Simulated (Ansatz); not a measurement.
`FC(F)[O][ZnH]` + `CNC` → `C[N](C)[ZnH]` + `OC(F)F` at 500 K and 1 bar (ligand exchange at a Zn–O bond).

Program: Ansatz. Geometries: PBE0-D4/def2-TZVP. ΔE: electronic, gas phase. CCSD(T)/CBS adds triple-zeta CCSD(T) − MP2 to the extrapolated MP2 energy (def2 sets, frozen cores). For Zn outer-core shells are correlated without core-valence functions, which leaves a few kJ/mol of doubt a bond. Scalar relativity is left out up to krypton. Each species was taken in one conformer, which may not be the lowest.

```json
{"species": "`FC(F)[O][ZnH]`", "CCSD(T)/CBS energy (Eh)": "-2092.41029", "H − E (kJ/mol)": "124.5", "S (J/(mol·K))": "392.2"}
{"species": "`CNC`", "CCSD(T)/CBS energy (Eh)": "-135.00321", "H − E (kJ/mol)": "273.8", "S (J/(mol·K))": "313.8"}
{"species": "`C[N](C)[ZnH]`", "CCSD(T)/CBS energy (Eh)": "-1913.37223", "H − E (kJ/mol)": "271.6", "S (J/(mol·K))": "381.1"}
{"species": "`OC(F)F`", "CCSD(T)/CBS energy (Eh)": "-314.01610", "H − E (kJ/mol)": "125.4", "S (J/(mol·K))": "309.8"}
```

H − E and S are ideal-gas, rigid-rotor, harmonic terms from PBE0-D4/def2-TZVP, for one conformer and one mirror image of each species. 1 Eh = 2625.50 kJ/mol, R = 8.31446 J/(mol·K).

Question: By hand: ΔE, ΔH, ΔS and ΔG.

Answer: ΔE = (-1913.37223) + (-314.01610) − (-2092.41029) − (-135.00321) = 0.02517 Eh = 66.1 kJ/mol. Δ(H − E) = 271.6 + 125.4 − 124.5 − 273.8 = -1.3, so ΔH = 64.8 kJ/mol. ΔS = 381.1 + 309.8 − 392.2 − 313.8 = -15.1 J/(mol·K). ΔG = 64.8 − 500 × (-15.1)/1000 = 72.3 kJ/mol.

Question: By hand: the equilibrium constant, and the temperature at which ΔG would vanish if ΔH and ΔS stayed fixed.

Answer: log₁₀ K = −ΔG/(RT ln 10) = -7.6. ΔH and −TΔS have one sign here, so there is no such temperature.

ΔH outweighs TΔS. A doubt of 5 kJ/mol in ΔE shifts log₁₀ K by 0.5 here. Other conformers and mirror images would add mixing entropy, several J/(mol·K) or more a flexible species. Modes under 60 cm⁻¹, often nearly free rotors, make the harmonic entropy too high. These are equilibria of isolated gas molecules and say nothing of rates. Largest T1 diagnostic: 0.015 (customary marks: 0.02 for closed shells, 0.045 for open ones).
